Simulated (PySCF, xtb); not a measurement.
As2FH5Si, SMILES [SiH]([AsH2])([AsH2])F.

GFN2-xTB (xtb) at its own geometry gives an orbital gap of 4.13 eV and a dipole moment of 1.78 D.

Geometry optimised at PBE-D3(BJ)/def2-SVP.

Task: What does PBE/def2-TZVP (PySCF) give? (Estimate from the structure and the level; the computed values follow.)

Result: gap 5.00 eV (levels -6.40 and -1.40 eV), dipole 1.51 D.
